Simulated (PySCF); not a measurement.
Vertical excitations of a molecule C2H14Si4 from TDA-PBE/def2-SVPD run with PySCF, as energy in eV (oscillator strength): 5.79 (0.022), 6.27 (0.001), 6.49 (0.010), 6.54 (0.019), 6.70 (0.165), 6.76 (0.062). Lowest triplet (TDA): 5.32 eV. Geometry: PBE0-D3(BJ)/def2-SVP. Other conformers were not sampled.

**Question.** Pick the molecule that these values belong to.
(A) C[SiH2][SiH2][Si@H](C)[SiH3]
(B) [SiH3]C([SiH3])C([SiH3])[SiH3]
(C) C[SiH2][Si](C)([SiH3])[SiH3]
(D) [SiH3]C[SiH2][SiH2]C[SiH3]

**Answer.** D, [SiH3]C[SiH2][SiH2]C[SiH3]
